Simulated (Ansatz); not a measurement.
Single points on C2H5Br3Ge⁺, that is GeEtBr3 with one electron fewer.

```yaml
crystal:
  periodic: [false, false, false]
  atoms:
    - {symbol: Ge, position_ang: [-0.416419, -0.623533, -1.212861]}
    - {symbol: C, position_ang: [-0.284604, -0.450571, 0.739536]}
    - {symbol: C, position_ang: [0.514889, 0.758229, 1.204048]}
    - {symbol: H, position_ang: [0.149186, -1.425659, 1.051982]}
    - {symbol: H, position_ang: [-1.348341, -0.438904, 1.063848]}
    - {symbol: H, position_ang: [0.522341, 0.764502, 2.313618]}
    - {symbol: H, position_ang: [1.569319, 0.722282, 0.868044]}
    - {symbol: H, position_ang: [0.066531, 1.715080, 0.872981]}
    - {symbol: Br, position_ang: [1.649318, -0.132664, -2.370663]}
    - {symbol: Br, position_ang: [-0.922105, 1.458473, -2.335134]}
    - {symbol: Br, position_ang: [-1.500115, -2.347235, -2.195408]}
basis:
  gaussian: {orbitals: def2-TZVP, initial_orbitals: start.molden}
total_charge: 1
magnetization: {spin_polarized: true, initial_magnetization: 1}
hamiltonian: {xc: pbe, dispersion: d4}
scf: {omitted_lower_state_checks: [starts]}
output: {orbitals: {seedname: orbitals}}
```

The file start.molden holds the orbitals of an earlier run on this structure, at another level or in another basis.

```sh
$ ansatz run in.yaml --threads 2 --pin off --events-out ev --progress --plain --max-ram 22528MiB --backend cuda --devices 0, --max-vram 18GiB
```

Output, abridged:

```
Functional definition: PBE
  name "PBE"
  cite "Perdew, Burke & Ernzerhof, Phys. Rev. Lett. 77, 3865 (1996) doi:10.1103/PhysRevLett.77.3865"
  parent pbe
  parameter kappa = 0.804
  parameter beta = 0.06672455060314922
  exchange = pbe_x(kappa = kappa, mu = beta*pi^2/3)
  correlation = pbe_c(beta = beta)
these checks for a lower state are left out or cut short: starts
2066 factors; their error is unknown
mean field evaluation 1: about -268765.1594 eV, gradient 1.2e1 eV
mean field evaluation 2: about -268765.3588 eV, gradient 2.6e-1 eV
mean field evaluation 4: about -268765.2595 eV, gradient 1.2e-2 eV
mean field evaluation 8: about -268765.2595 eV, gradient 2.7e-5 eV
mean field -268765.25945332 eV, -9876.9411092735 hartree, gradient 2.7e-5 eV, S^2 0.752299; 0 other end points of the search recorded, 0 dependent functions left out
reference -268765.25949682 eV, -9876.9411108722 hartree; 77, 76 occupied and 207, 208 virtual orbitals, 2066 factors
Total energy: -268765.64360819 eV, -9876.9552267047 hartree
Checks for a lower state left out: starts
```

It took 3.1 s on 2 threads of AMD EPYC 7R13 on a shared host and a share (18 GiB) of an NVIDIA H100 80GB HBM3, peak host memory 0.87 GiB.

The first input with `hamiltonian: {xc: pbe0, dispersion: d4}` (abridged; 4.3 s):

```
Functional definition: PBE0
mean field -268774.12111255 eV, -9877.2667692435 hartree, gradient 3.4e-5 eV, S^2 0.755698
Total energy: -268774.45678625 eV, -9877.2791050246 hartree
Checks for a lower state left out: starts
```

Geometry: PBE-D4/def2-SVP.
